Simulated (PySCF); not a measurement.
Si(F)(H)2(SH) (FH₃SSi), SMILES [SiH2](F)S. Coordinates come from a B3LYP-D3(BJ)/def2-TZVP optimisation. The values are those of a single conformer.

These are PySCF with B3LYP-D3(BJ)/def2-TZVP values and carry that method's errors.

Harmonic wavenumbers (cm⁻¹): 204, 245, 511, 531, 752, 811, 863, 918, 953, 2263, 2279, 2670. Rotational constants (GHz): 19.55, 3.773, 3.359; symmetry number 1.

**Question.** Work out the zero-point energy and the ideal-gas rigid-rotor harmonic-oscillator thermochemistry at 298.15 K and 1 atm.

**Answer.** ZPE = ½ Σ hcν = ½ × 13000 cm⁻¹ = 77.76 kJ/mol. H − E(el) = 92.38 kJ/mol. Entropy in J/(mol K): translation 163.73, rotation 103.25, vibration 24.81, total 291.78. G − E(el) = 5.38 kJ/mol. Cp = 70.27 J/(mol K).
